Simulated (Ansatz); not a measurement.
Question: Name a neutral molecule of Al, B, C, Si and H with LUMO energy (PBE/def2-TZVPP) between -1.95 and -1.65 eV and LUMO energy (B3LYP/def2-TZVPP) between -1.30 and -1.00 eV (Ansatz, PBE0-D4/def2-TZVP geometry).

Answer: `[CH3][Al]1[BH][SiH2]1` (-1.88 eV, -1.27 eV); `B[C](C)([AlH2])[SiH3]` (-1.93 eV, -1.24 eV). Other molecules can fit too; these were computed, each in one conformer that needn't be the lowest.

B3LYP here is the variant with VWN-RPA as its local correlation; programs differ in this.
